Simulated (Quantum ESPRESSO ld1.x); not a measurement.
Results of a calculation; reference values are marked as such.
Problem. Xe3+, configuration [Kr] 4d10 5s2 5p2 6p1 (not the ground configuration). Level of theory: Dirac Kohn-Sham, relativistic LDA (MacDonald-Vosko exchange, VWN5 correlation), spin-unpolarised, spherical densities, point nucleus; open shells are shared between the two j in proportion to 2j + 1 (ld1.x of Quantum ESPRESSO 7.5).

Spin-orbit splittings of the eigenvalues, e(l+1/2) - e(l-1/2), with zeta = 2 splitting/(2l+1) and mean radii in bohr:

| shell | occ. | splitting (eV) | zeta (eV) | <r> j=l-1/2 | <r> j=l+1/2 |
|---|---|---|---|---|---|
| 2p | 6 | 321.5 | 214.3 | 0.09643 | 0.1022 |
| 3p | 6 | 61.09 | 40.73 | 0.2969 | 0.3085 |
| 3d | 10 | 12.98 | 5.192 | 0.2790 | 0.2827 |
| 4p | 6 | ? | ? | 0.7456 | 0.7735 |
| 4d | 10 | 2.016 | 0.8065 | 0.8651 | 0.8756 |
| 5p | 2 | 1.864 | 1.243 | 1.912 | 1.978 |
| 6p | 1 | 0.4599 | 0.3066 | 4.126 | 4.225 |

Estimate the 4p splitting.

Solution. 12.35 eV (zeta = 8.231 eV).
